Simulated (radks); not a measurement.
The tin anion Sn4-, [Xe], held by a Watson sphere: a shell of charge +3.84 at radius R that stands for the Madelung well of a crystal (potential energy -3.84/R inside, -3.84/r outside, in hartree with lengths in bohr). All-electron calculation, scalar-relativistic Kohn-Sham, r2SCAN, spin-unpolarised, spherical densities, finite nucleus; meta-GGA in the generalised Kohn-Sham scheme; Fermi nuclear charge, rms radius of each element as measured or else 0.836 A^(1/3) + 0.57 fm. Program: a radial shooting solver on a logarithmic mesh with Libxc functionals.

| R (bohr) | e(4d) (eV) | e(5s) (eV) | e(5p) (eV) | <r> 5p (bohr) | sum of <r^2> (bohr^2) | X-ray form factor at sin(theta)/lambda = 0.3 1/angstrom |
|---|---|---|---|---|---|---|
| 2.42 | -26.834 | -13.819 | -6.201 | 2.838 | 91.76 | 34.423 |
| 2.99 | -24.714 | -11.931 | -5.403 | 3.128 | 105.3 | 34.572 |
| 3.99 | -23.486 | -9.668 | -4.091 | 3.672 | 133.5 | 34.751 |
| 5.68 | -23.176 | -8.023 | -2.682 | 4.640 | 193.3 | 34.784 |
| 5.81 | -23.178 | -7.968 | -2.611 | 4.716 | 198.6 | 34.785 |
